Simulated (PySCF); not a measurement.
# L and K shells in trichlorosilane

Compound: trichlorosilane, Cl3HSi.
Structure used (GFN2-xTB), in Å, numbered top down from 1:
```xyz
5
Cl3HSi angstrom
Cl    -0.6995    1.7424   -0.6207
Si    -0.0074    0.0003    0.1056
Cl    -1.0791   -1.5204   -0.6556
Cl     1.9263   -0.2198   -0.3972
H     -0.1317    0.0003    1.5507
```

Level of theory: delta-SCF UKS SCAN, pcX-2 on the ionised atom, pcseg-1 elsewhere, spin-free X2C (PySCF 2.14.0). Binding energies are ΔSCF values: E(core-ionised, relaxed orbitals) − E(ground state) at a fixed geometry, referred to the vacuum level. The 2p values add to the ΔSCF energy of one spin-free hole a correction within the shell (spin–orbit coupling, ligand field). The splitting includes the ligand field, and 2p3/2 is the mean of two sublevels.

Problem. Give the 2p3/2 and 2p1/2 binding energies and the splitting.

Solution. 
```
       atom             environment  2p3/2 (eV)  2p1/2 (eV)  splitting (eV)  mean of the shell (eV)
Cl1/Cl3/Cl4  silicon-bound chlorine      206.82      208.48            1.66                  207.37
        Si2  chlorine-bound silicon      109.58      110.21            0.63                  109.79
```

Problem. What are the 1s binding energies of the same atoms?

Solution. Cl1/Cl3/Cl4 2829.40 eV; Si2 1849.68 eV.

Problem. Which Kα1 and Kα2 emission energies and wavelengths follow?

Solution. The photon carries the difference of the 1s-hole and 2p-hole states, both at the ground state's geometry; λ = 12398.42 eV Å/E.

| atom | Kα1 (eV) | Kα2 (eV) | λ(Kα1) (Å) | λ(Kα2) (Å) |
| --- | --- | --- | --- | --- |
| Cl1/Cl3/Cl4 | 2622.58 | 2620.92 | 4.7276 | 4.7306 |
| Si2 | 1740.10 | 1739.47 | 7.1251 | 7.1277 |

2p1/2 minus 2p3/2 by element: Si (Z = 14) 0.63 eV, Cl (Z = 17) 1.65 eV.

Atoms equivalent by their bonding share one computed value, that of the first of them. Geometry: GFN2-xTB; no solvent, vibrations or thermal averaging.

Time: 11 s wall. Hardware: one thread of an Arm Neoverse V1, no GPU, on a shared host.
